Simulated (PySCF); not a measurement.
## Radial density of Hg⁷¹⁺ (mercury, charge +71)

r2SCANh, [He] 2s2 2p5, 2P determinant. All numbers are calculated (PySCF 2.14, the non-relativistic Hamiltonian (point nucleus), in an uncontracted even-tempered set (17 s from 51 bohr⁻², ratio 2.2; 10 p from 66 bohr⁻², ratio 2.2; 5 d from 260 bohr⁻², ratio 2.4; 5 f from 390 bohr⁻², ratio 2.4; 4 g from 580 bohr⁻², ratio 2.4)).

```json
{"r (bohr)": "0.000327", "4πr²ρ (e/bohr)": "0.4581", "4πr²(ρα − ρβ)": "0.0000"}
{"r (bohr)": "0.000550", "4πr²ρ (e/bohr)": "1.251", "4πr²(ρα − ρβ)": "0.0000"}
{"r (bohr)": "0.000925", "4πr²ρ (e/bohr)": "3.332", "4πr²(ρα − ρβ)": "0.0000"}
{"r (bohr)": "0.00156", "4πr²ρ (e/bohr)": "8.522", "4πr²(ρα − ρβ)": "0.0004"}
{"r (bohr)": "0.00262", "4πr²ρ (e/bohr)": "20.35", "4πr²(ρα − ρβ)": "0.0040"}
{"r (bohr)": "0.00440", "4πr²ρ (e/bohr)": "43.28", "4πr²(ρα − ρβ)": "0.0301"}
{"r (bohr)": "0.00741", "4πr²ρ (e/bohr)": "75.99", "4πr²(ρα − ρβ)": "0.1938"}
{"r (bohr)": "0.0125", "4πr²ρ (e/bohr)": "98.02", "4πr²(ρα − ρβ)": "1.0477"}
{"r (bohr)": "0.0210", "4πr²ρ (e/bohr)": "85.54", "4πr²(ρα − ρβ)": "4.3084"}
{"r (bohr)": "0.0352", "4πr²ρ (e/bohr)": "80.45", "4πr²(ρα − ρβ)": "11.3596"}
{"r (bohr)": "0.0593", "4πr²ρ (e/bohr)": "100.2", "4πr²(ρα − ρβ)": "14.3337"}
{"r (bohr)": "0.0997", "4πr²ρ (e/bohr)": "43.30", "4πr²(ρα − ρβ)": "5.2808"}
{"r (bohr)": "0.168", "4πr²ρ (e/bohr)": "2.264", "4πr²(ρα − ρβ)": "0.2476"}
{"r (bohr)": "0.282", "4πr²ρ (e/bohr)": "0.004369", "4πr²(ρα − ρβ)": "0.0004"}
```

A non-relativistic calculation at this Z misses sizeable relativistic shifts. Spin-orbit coupling, absent here, splits the open shell strongly.
